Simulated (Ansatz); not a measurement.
H2Au2. Charge 0, multiplicity 1. Geometry r2SCAN-D4/def2-TZVP, basis def2-TZVP, Ansatz.

```xyz
4

Au   -0.083   -0.618   -0.306
Au    1.237    1.608    0.452
H    -0.238    0.913    0.573
H    -0.915   -1.903   -0.720
```

```csv
run,HOMO (eV),LUMO (eV)
A,-9.06,-1.41
B,-8.99,-1.59
C,-6.79,-3.49
D,-6.30,-3.94
E,-6.47,-3.76
F,-7.81,-2.54
```

In the def2 sets Au takes a core potential; there is no spin–orbit coupling. The structure comes from a short search, and lower isomers may exist.

**Question.** The runs used BHLYP, PBE, r2SCAN, r2SCANh, ωB97M-V, ωB97X-V. Estimate which is which.

**Answer.** A ωB97X-V (range-separated); B ωB97M-V (range-separated); C r2SCANh (10 % exact exchange); D PBE (0 % exact exchange); E r2SCAN (0 % exact exchange); F BHLYP (50 % exact exchange). Exact exchange lowers occupied and raises empty levels; among semilocal functionals meta-GGAs tend to open the gap a little, and such runs are hard to tell apart. The gap grows from 2.36 eV (PBE) to 7.65 eV (ωB97X-V).
